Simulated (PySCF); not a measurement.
C3H8N, SMILES C[C](C)N, multiplicity 2. Geometry optimised at PBE-D3(BJ)/def2-SVP. The isomer is the one that the SMILES or the coordinates give; other isomers of the formula were not compared. One conformer was computed; it need not be the lowest.

Calculation: PBE-D3(BJ)/def2-SVP in PySCF 2.14.0.

Harmonic wavenumbers (cm⁻¹): 120, 123, 186, 253, 367, 399, 602, 794, 924, 938, 986, 1011, 1048, 1309, 1322, 1358, 1368, 1383, 1395, 1417, 1432, 1555, 2797, 2813, 2962, 2964, 3051, 3053, 3405, 3524. Rotational constants (GHz): 8.855, 7.927, 4.464; symmetry number 1.

Q: Work out the zero-point energy and the ideal-gas rigid-rotor harmonic-oscillator thermochemistry at 298.15 K and 1 atm.

A: ZPE = ½ Σ hcν = ½ × 44858 cm⁻¹ = 64.13 kcal/mol. H − E(el) = 68.77 kcal/mol. Entropy in cal/(mol K): translation 38.10, rotation 24.44, vibration 13.54, spin 1.38, total 77.46. G − E(el) = 45.67 kcal/mol. Cp = 23.13 cal/(mol K). Modes under 150 cm⁻¹ make the vibrational entropy uncertain.
